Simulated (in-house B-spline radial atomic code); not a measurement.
The numbers below are computed, except where a source is named.
Correlation energy from the adiabatic connection: ω²r²/2 − Z/r, ω = 0.0396, Z = 0.3

Two electrons in a singlet, external potential ω²r²/2 − Z/r, ω = 0.0396, Z = 0.3 (atomic units). Full CI in B-splines (partial waves to l = 8, correlation up to 0.6 % small) with the density held fixed gives W(λ) = <V_ee>_λ − U, and E_c is the integral of W(λ) − W(0) from 0 to 1.

```tsv
λ	W(λ) − W(0) (hartree)
0	0.00000
0.02	-0.00182
0.05	-0.00437
0.12	-0.00953
0.25	-0.01697
0.4	-0.02322
0.6	-0.02919
0.8	-0.03349
1	-0.03676
```

(1) Integrate the table by the trapezoid rule.

(2) Now use only three numbers: W(0) = -0.15889, the initial slope W'(0) = -0.09376 (extrapolated from the first points) and the strong-coupling limit of the point-charge-plus-continuum model, W∞ = -0.219. What do second-order theory and the interpolation W(λ) = W∞ + (W(0) − W∞)/√(1 + 2χλ) of Seidl, Perdew and Levy give?

## Answers

(1) The strips give -0.00002, -0.00009, -0.00049, -0.00172, -0.00301, -0.00524, -0.00627, -0.00702, which sum to -0.02387 hartree. The direct value, W(1) − W(0) + T_c with T_c = 0.01277, is -0.02400; the curve is convex, so chords lie above it and the trapezoids fall short in size by 0.53 %.

(2) Second order keeps the slope alone: E_c = W'(0)/2 = -0.04688, +95 % in size against -0.02400. Matching the slope fixes χ = W'(0)/(W∞ − W(0)) = -0.09376/(-0.06011) = 1.55981. Integrating, with s = √(1 + 2χ) = 2.029683, E_c = −(W(0) − W∞)(s − 1)/(s + 1) = −0.06011 × 1.029683/3.029683 = -0.02043 hartree, -14.9 % in size against the full result. At λ = 1 the formula gives W − W(0) = -0.03049 against -0.03676. Part of the miss can come from the model's W∞.
